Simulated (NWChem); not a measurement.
MgF cation; SMILES [F][Mg+]

Program: NWChem. Pople sets run with spherical d functions. Geometry: optimised at PBE-D3(BJ)/def2-SVP.

**Question.** Among these, which level gives the highest value of “highest occupied level (eV)”?
A. PBE/6-311++G**
B. PBE/STO-3G
C. PBE/3-21G
D. PBE/6-31G*

**Answer.** B, PBE/STO-3G. Values: PBE/6-311++G** -13.83; PBE/6-31G* -13.45; PBE/3-21G -13.10; PBE/STO-3G -8.79
